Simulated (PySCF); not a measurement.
**Os⁺ (osmium, charge +1) across methods**

[Xe] 4f14 5d6 6s1, high-spin 6D determinant. Computed with PySCF 2.14 in x2c-TZVPPall, with the spin-free X2C one-electron Hamiltonian (Gaussian nucleus).

```json
{"method": "r2SCAN0", "E (hartree)": "-17255.00", "mean ε 5d α (eV)": "-17.286", "mean ε 6s α (eV)": "-15.019", "mean ε 5d β (eV)": "-14.221", "Σ⟨r²⟩ (bohr²)": "52.30", "⟨S²⟩": "8.753"}
{"method": "revPBE", "E (hartree)": "-17255.60", "mean ε 5d α (eV)": "-15.313", "mean ε 6s α (eV)": "-13.856", "mean ε 5d β (eV)": "-12.601", "Σ⟨r²⟩ (bohr²)": "52.77", "⟨S²⟩": "8.752"}
{"method": "UHF", "E (hartree)": "-17249.77707", "mean ε 5d α (eV)": "-21.080", "mean ε 6s α (eV)": "-16.355", "mean ε 5d β (eV)": "-17.043", "Σ⟨r²⟩ (bohr²)": "52.51", "⟨S²⟩": "8.756"}
{"method": "LC-wPBE", "E (hartree)": "-17254.88", "mean ε 5d α (eV)": "-19.601", "mean ε 6s α (eV)": "-16.879", "mean ε 5d β (eV)": "-16.779", "Σ⟨r²⟩ (bohr²)": "52.42", "⟨S²⟩": "8.753"}
{"method": "PBE0", "E (hartree)": "-17254.92", "mean ε 5d α (eV)": "-16.955", "mean ε 6s α (eV)": "-14.673", "mean ε 5d β (eV)": "-13.997", "Σ⟨r²⟩ (bohr²)": "52.52", "⟨S²⟩": "8.752"}
{"method": "r2SCAN", "E (hartree)": "-17255.23", "mean ε 5d α (eV)": "-15.778", "mean ε 6s α (eV)": "-14.311", "mean ε 5d β (eV)": "-12.889", "Σ⟨r²⟩ (bohr²)": "52.42", "⟨S²⟩": "8.753"}
{"method": "PBE", "E (hartree)": "-17255.14", "mean ε 5d α (eV)": "-15.345", "mean ε 6s α (eV)": "-13.918", "mean ε 5d β (eV)": "-12.634", "Σ⟨r²⟩ (bohr²)": "52.79", "⟨S²⟩": "8.751"}
{"method": "LDA", "E (hartree)": "-17244.27", "mean ε 5d α (eV)": "-15.494", "mean ε 6s α (eV)": "-14.183", "mean ε 5d β (eV)": "-12.835", "Σ⟨r²⟩ (bohr²)": "52.78", "⟨S²⟩": "8.751"}
```

Spin-orbit coupling, absent here, splits the open shell strongly.
